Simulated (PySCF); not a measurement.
Sn(OH)(OMe) (CH4O2Sn), SMILES C[O][Sn][OH] (connectivity only; charge and spin as stated), neutral, multiplicity 1. Atoms are numbered in the order given.

```xyz
8

Sn    -0.0893     0.1511     0.6416
O     -1.4117     0.8947    -0.6800
H     -1.3095     0.6180    -1.6021
O      1.0674    -0.8645    -0.6635
C      0.9550    -0.9270    -2.0553
H      0.4960    -0.0210    -2.5057
H      1.9554    -1.0382    -2.5132
H      0.3485    -1.7955    -2.3815
```
Charge 0, spin multiplicity 1.

Geometry: B3LYP-D3(BJ)/def2-SVP. The def2 effective core potentials stand for the cores of Sn; spin–orbit coupling is left out. Other conformers were not sampled.

All values below come from CAM-B3LYP/def2-TZVP (PySCF).

Gas-phase values at a fixed geometry.

```yaml
total_energy: -405.30291 hartree
highest_occupied_level: -9.04 eV
lowest_empty_level: -1.17 eV
orbital_gap: 7.87 eV
dipole_moment: 0.51 D
quadrupole, principal values (traceless, Buckingham form, about the centre of nuclear charge): -11.74, 3.80, 7.93 D·Å
mean_static_polarisability: 57.9 bohr³ (8.58 Å³)
polarisability_principal_values: 46.2, 57.1, 70.5 bohr³
```
